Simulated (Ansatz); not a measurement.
Isolated molecules relaxed with PBE0-D4/def2-TZVP in Ansatz; ΔE leaves out vibrations. CCSD(T)/CBS is the MP2 limit (def2-TZVPP, def2-QZVPP) plus CCSD(T) − MP2 in def2-TZVPP, frozen cores. For Br, Zn outer-core shells are correlated without core-valence functions, which leaves a few kJ/mol of doubt a bond. Scalar relativity is left out up to krypton. Each species was taken in one conformer, which may not be the lowest.

`CN(C)[Si](O)(O)Br` + `[ZnH][Br]` → `O[Si](O)(Br)Br` + `C[N](C)[ZnH]`  (redistribution)

`CN(C)[Si](O)(O)Br`:

Z-matrix (Å, degrees):
```
C
N 1 1.446
H 1 1.090 2 110.5
H 1 1.096 2 110.1 3 119.2
H 1 1.098 2 111.7 3 -121.0
C 2 1.446 1 113.7 3 -178.3
Si 2 1.682 1 122.2 3 17.6
H 6 1.096 2 110.1 1 59.1
H 6 1.098 2 111.7 1 -60.7
H 6 1.090 2 110.5 1 178.3
O 7 1.629 2 107.8 1 -161.2
O 7 1.629 2 107.8 1 -35.7
Br 7 2.260 2 115.3 1 81.6
H 11 0.958 7 116.6 2 -143.5
H 12 0.958 7 116.6 2 143.1
```

`[ZnH][Br]`:

```xyz
3

Zn    0.111    0.043   -0.207
Br   -0.930   -0.358    1.737
H     0.819    0.315   -1.530
```

`O[Si](O)(Br)Br`:

Z-matrix (Å, degrees):
```
Si
O 1 1.616
Br 1 2.193 2 106.5
O 1 1.623 2 109.0 3 121.3
Br 1 2.214 2 111.7 3 -118.5
H 2 0.960 1 117.6 3 -176.3
H 4 0.959 1 118.2 2 168.5
```

`C[N](C)[ZnH]`:

```xyz
11

C     0.164    1.173   -0.577
N     0.123   -0.181   -0.099
C    -0.737   -0.328    1.042
Zn    1.049   -1.548   -0.852
H     0.822    1.273   -1.445
H    -0.832    1.535   -0.880
H     0.534    1.871    0.193
H    -1.777   -0.038    0.816
H    -0.760   -1.362    1.396
H    -0.410    0.299    1.888
H     1.825   -2.694   -1.482
```

| species | CCSD(T)/CBS(def2) energy (Eh) |
| --- | --- |
| `CN(C)[Si](O)(O)Br` | -3148.55883 |
| `[ZnH][Br]` | -4352.34557 |
| `O[Si](O)(Br)Br` | -5587.47927 |
| `C[N](C)[ZnH]` | -1913.37223 |

Task: Work out ΔE.

Result: ΔE = (-5587.47927) + (-1913.37223) − (-3148.55883) − (-4352.34557) = 0.05290 Eh = +138.9 kJ/mol.

Largest T1 diagnostic among the species: 0.015.

In def2-TZVPP, CCSD(T) changes the Hartree–Fock value by −35.0 kJ/mol (the triples alone add −4.9 kJ/mol) and MP2 by −42.1 kJ/mol. From BLYP to BHLYP (50 % exact exchange), in def2-TZVPP and without D4, ΔE moves by +29.3 kJ/mol. At CCSD(T), def2-SVP lies +5.7 kJ/mol from the extrapolated value and def2-TZVPP −1.6 kJ/mol.
